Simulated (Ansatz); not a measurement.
Input file:

```yaml
accuracy: low
crystal:
  lattice:
    - [5.284803, 0.0, 0.0]
    - [0.0, 5.284803, 0.0]
    - [0.0, 0.0, 5.284803]
  atoms:
    - { symbol: O, position: [0.45175446, 0.23839728, 0.66648997] }
    - { symbol: H, position: [0.57299361, 0.38049021, 0.61611149] }
    - { symbol: H, position: [0.55496676, 0.07783534, 0.63759338] }
    - { symbol: O, position: [0.78498712, 0.86051288, 0.6624513] }
    - { symbol: H, position: [0.8969057, 0.80571034, 0.53442164] }
    - { symbol: H, position: [0.77598641, 0.72582531, 0.80274198] }
    - { symbol: O, position: [1.18255504, 0.81544787, 0.30697473] }
    - { symbol: H, position: [1.21827035, 0.98995959, 0.35972945] }
    - { symbol: H, position: [1.05582482, 0.83531313, 0.17058] }
    - { symbol: O, position: [0.11885748, 0.278396, 0.09890456] }
    - { symbol: H, position: [-0.08210162, 0.34619107, 0.08967024] }
    - { symbol: H, position: [0.1645831, 0.21848567, -0.07507141] }
    - { symbol: Li, position: [0.36242976, 0.52460066, 0.20376142] }
    - { symbol: O, position: [0.69333409, 0.5393199, 1.05890756] }
    - { symbol: H, position: [0.64349957, 0.42683475, 0.9131716] }
basis:
  ecutwfc: 420.0
kpoints:
  mp_grid: { grid: [1, 1, 1] }
hamiltonian:
  xc: pbe
  dispersion: d3bj
scf:
  occupations: { method: fermi_dirac, width: 0.02 }
  lower_state_search: "off"
md:
  timestep: 0.5
  n_steps: 400
  ensemble: nve
  temperature: 500.0
  initial_velocities: maxwell_boltzmann
  seed: 399770
```

Run as:

```bash
$ ansatz run input.yaml --threads 1 --pin off --max-ram 3072MiB --backend cpu --events-out ev --progress --plain --runs-dir out
```

Hardware: 1 thread of Intel(R) Xeon(R) 6975P-C (Granite Rapids), with other jobs on the host.

Task: Roughly how long does this run take, and how much memory?

Result: 2.1 min, with a peak of 0.35 GiB, for 401 ionic steps.
